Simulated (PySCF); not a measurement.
Si(H)(Cl)2(OH) (Cl2H2OSi), SMILES O[SiH](Cl)Cl. Atoms are numbered in the order given.

```xyz
6

Si     0.4303     0.4012     0.0000
O     -0.2794     1.8796     0.0000
Cl    -0.1305    -0.6822     1.6547
Cl    -0.1305    -0.6822    -1.6547
H      1.8876     0.6109     0.0000
H     -1.2408     1.9293     0.0000
```

Geometry optimised at PBE0-D3(BJ)/def2-SVP. Other conformers were not sampled.

Level of theory: PySCF with PBE0/pcJ-1.

Isotropic couplings with Fermi-contact, spin-dipole and both spin-orbit terms, one fixed conformer, no vibrational averaging. Isotopes: 1H, 29Si.

Q: Estimate the spin–spin coupling constants. (An estimate is asked for; the answer gives what the named calculation found.)

A: 
```csv
pair,bonds apart,J (Hz)
Si1–H5,1,-366.8
Si1–H6,2,5.2
H5–H6,3,10.0
```
